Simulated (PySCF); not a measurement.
**ScH₂⁺ at several levels of theory**

All levels use the PBE0 minimum (singlet; Sc–H 1.726 Å (×2); H–Sc–H 108.3°), basis [Sc def2-TZVP, H def2-TZVP], no relativity, density fitting, no spin–orbit coupling, PySCF. For vertical energies the ionised species is a doublet (spins chosen at PBE0 and kept) and the electron-attached one a doublet. Open shells are unrestricted, also as the reference of the correlated levels. Dipoles are about the centre of mass. A dash marks a value that was not computed or is not defined at that level.

```tsv
level	vertical IP (eV)	vertical EA (eV)	−ε(HOMO) (eV)	gap (eV)	dipole (D)
PBE0	16.68	6.58	13.86	5.25	3.72
CCSD(T)	16.42	6.38	–	–	–
HF	15.48	6.12	16.88	11.34	4.70
PBE	16.69	6.57	12.60	2.62	3.41
r2SCAN	16.68	6.57	12.81	3.27	3.72
B3LYP	16.83	6.72	13.72	4.61	3.65
TPSSh	16.71	6.49	13.27	4.02	3.72
MP2	16.34	6.39	–	–	–
BHandHLYP	16.66	6.61	15.10	7.37	4.01
B97-3	16.74	6.49	13.93	5.66	3.79
```

For ScH₂⁺ itself CCSD(T) correlates 12 electrons; T1 = 0.020, D1 = 0.058, (T) = -19 kJ/mol.

Question: Which levels differ least and most from CCSD(T) in the vertical IP?

Answer: Least: MP2 (-0.08 eV); most: HF (-0.94 eV).
